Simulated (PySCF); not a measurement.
Ge(Cl)2 anion (Cl₂Ge), SMILES [Cl][Ge][Cl] (connectivity only; charge and spin as stated), charge -1, multiplicity 2. Atoms are numbered in the order given.

```xyz
3

Ge     0.0000     0.0000     0.7930
Cl     0.0000    -1.8309    -0.7463
Cl     0.0000     1.8309    -0.7463
```
Charge -1, spin multiplicity 2.

Coordinates come from a B3LYP-D3(BJ)/def2-SVPD optimisation. The spin state was assumed, not searched. The isomer is the one that the SMILES or the coordinates give; other isomers of the formula were not compared.

All values below come from B3LYP-D3(BJ)/def2-SVPD in PySCF 2.14.0.

Frequencies are harmonic and unscaled.

Computed vibrational spectrum:
| mode | ν (cm⁻¹) | IR (km/mol) | moving atoms (share of kinetic energy) |
|---|---|---|---|
| 1 | 107 | 0.1 | Cl 84 %, Ge 16 % |
| 2 | 254 | 115.8 | Cl 64 %, Ge 36 % |
| 3 | 287 | 49.0 | Cl 66 %, Ge 34 % |
